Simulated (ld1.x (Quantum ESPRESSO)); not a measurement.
# What one change does to a pseudopotential (Te, TM)

ld1.x (Quantum ESPRESSO) 7.5 input, shortened:

```
&input
   title='Te', zed=52., rel=1, dft='PZ', iswitch=3,
   config='[Kr] 4d10 5s2 5p4'
 /
 &inputp
   pseudotype=2, tm=.true., lloc=1,
   nlcc=.true.
 /
3
5S  1  0   2.00   0.00  1.95  1.95  0.0
4D  3  2  10.00   0.00  1.35  1.35  0.0
5P  2  1   4.00   0.00  1.60  1.60  0.0
 &test
   configts(1)='4d10 5s2 5p4'
 /
```

All-electron outer shells of the reference configuration (LDA (PZ), scalar-relativistic, ld1.x):

```csv
shell,level (eV),outermost node (bohr),outermost maximum (bohr)
4s,-163.99,0.38,0.70
4p,-114.19,0.38,0.74
4d,-41.70,0.36,0.81
5s,-15.36,0.91,1.77
5p,-6.12,1.00,2.17
```

Change: wave 5s (bound): rc 1.95 bohr becomes 5s (bound): rc 2.62 bohr.

Cutoffs: the cutoffs (Ry, on a coarse ladder) from which the occupation-weighted sum of valence levels, in a spherical-Bessel basis at the reference potential, stays within 10 and 1 mRy of its value at 400 Ry; they do not see the model core or the augmentation charge, which bear on the density cutoff. Errors are all-electron minus pseudo energies relative to the spin-unpolarised reference configuration.

Question: Predict the effect on cutoff, ghosts and configuration errors.

Answer: The potential gets neither clearly harder nor softer (110 Ry and 180 Ry → 110 Ry and 180 Ry); both files keep a bound ghost (s); of the 9 tests that both files solve, the error grows in 6 and shrinks in 1 by more than 15 % and 0.3 meV (median size 2.7 → 6.0 meV).

```tsv
quantity	base	changed
cutoff, loose	110 Ry	110 Ry
cutoff, tight	180 Ry	180 Ry
loose cutoff by channel (10 mRy a level)	s 21 Ry, d 90 Ry, p 35 Ry	s 8 Ry, d 90 Ry, p 35 Ry
bound ghosts	s	s
error for 4d10 5s2 5p3, meV [ΔE 9.92 eV]	+1.6	+2.6
error for 4d10 5s2 5p2, meV [ΔE 28.09 eV]	+9.9	+18
error for 4d10 5s2 5p1, meV [ΔE 55.32 eV]	+15	+44
error for 4d9 5s2 5p5, meV [ΔE 38.15 eV]	-237	-162
error for 4d10 5s2 5p3.5, meV [ΔE 3.98 eV]	-0.1	+0.1
error for 4d10 5s0 5p6, meV [ΔE 18.92 eV]	+2.7	-67
error for 4d10 5s2 5p4.3, meV [ΔE -1.52 eV]	+0.6	+0.7
error for 4d10 5s2 5p4 (spin-polarised), meV [ΔE -0.48 eV]	+0.3	+2.5
error for 4d10 5s2 5p3 (spin-polarised), meV [ΔE 8.60 eV]	-2.8	+6.0
```

 A true bound ghost makes a file unfit for plane-wave use even where its test errors are small: the radial tests pick states by their node count and pass the ghost by.
